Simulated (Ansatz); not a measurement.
Total energies of the cluster Be₂F₃ (the lowest doublet isomer of a short search) from Ansatz at PBE0-D4/def2-TZVP, gas phase (1 Eh = 27.2114 eV = 2625.5 kJ/mol). The reference geometry is relaxed at r2SCAN-D4/def2-TZVP.

Cartesian coordinates in Å:
```
Be 0.302 -1.250 -0.958
Be -0.113 0.469 0.360
F -0.653 0.001 -1.031
F 0.838 -0.768 0.442
F -0.374 1.549 1.187
```

| state | geometry | energy (Eh) |
| --- | --- | --- |
| charge 0 doublet | reference | -329.04057 |
| charge 1 singlet | reference | -328.72779 |
| charge 1 singlet | relaxed at r2SCAN-D4/def2-TZVP | -328.74535 |
| charge 0 quartet | relaxed at r2SCAN-D4/def2-TZVP | -328.77971 |
| free Be atom (singlet) | – | -14.63549 |
| free F atom (doublet) | – | -99.67617 |

**Question.** Work out the vertical ionisation energy to the singlet.

**Answer.** E(charge 1 singlet) − E(charge 0 doublet) = -328.72779 − (-329.04057) = 0.31278 Eh = 8.51 eV. For comparison, −ε of the highest occupied level of the spin that leaves is 5.90 eV at this level, 2.61 eV less.

**Question.** How much does the charge 1 singlet relax, and what is the adiabatic ionisation energy?

**Answer.** Relaxation: -328.72779 − (-328.74535) = 0.01756 Eh = 0.48 eV. Adiabatic ionisation energy: 0.29522 Eh = 8.03 eV, without zero-point energy. 

**Question.** Which of the charge 0 states is lowest, and how far above it are the others?

**Answer.** The doublet. quartet: -328.77971 − (-329.04057) = 0.26086 Eh = 684.9 kJ/mol. The quartet differs in its bonds from the reference.

**Question.** What is the binding energy per atom against free atoms?

**Answer.** Atoms: 2 × (-14.63549) + 3 × (-99.67617) = -328.29949 Eh. Binding: -328.29949 − (-329.04057) = 0.74108 Eh = 20.17 eV, or 4.03 eV for each of 5 atoms (no zero-point energy, no counterpoise term).

The structure comes from a short search, and lower isomers may exist.
